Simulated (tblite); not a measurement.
Isomers of C6H13P. Method: GFN2-xTB as coded in tblite; computed harmonic values from a numerical Hessian at the method's own geometry, unscaled. This tight-binding method is rough: wavenumbers can miss measured ones by several per cent, in bad cases by 10 to 20. One conformer each.

Electronic energies: GFN2-xTB at the same geometries; isomer energies are rough at this level and their order can be wrong.

```tsv
SMILES	electronic energy, lowest = 0 (kcal/mol)
CC(C)CP1CC1	2.8
CC(C)[C@@H]1CP1C	0.0
C=PC(C)(C)CC	12.8
```

How do GFN2-xTB zero-point energies change the relative energies?

```json
{"SMILES": "CC(C)[C@@H]1CP1C", "ZPE (kcal/mol)": "109.2", "of it from modes above 1550 cm⁻¹": "56.1", "electronic (kcal/mol)": "0.0", "with ZPE, lowest = 0 (kcal/mol)": "0.0", "lowest mode (cm⁻¹)": "69", "rings": "1"}
{"SMILES": "CC(C)CP1CC1", "ZPE (kcal/mol)": "109.6", "of it from modes above 1550 cm⁻¹": "56.0", "electronic (kcal/mol)": "2.8", "with ZPE, lowest = 0 (kcal/mol)": "3.3", "lowest mode (cm⁻¹)": "42", "rings": "1"}
{"SMILES": "C=PC(C)(C)CC", "ZPE (kcal/mol)": "109.1", "of it from modes above 1550 cm⁻¹": "56.1", "electronic (kcal/mol)": "12.8", "with ZPE, lowest = 0 (kcal/mol)": "12.8", "lowest mode (cm⁻¹)": "24", "rings": "0"}
```

The zero-point energies span 0.5 kcal/mol, from `C=PC(C)(C)CC` to `CC(C)CP1CC1`. The order is unchanged.
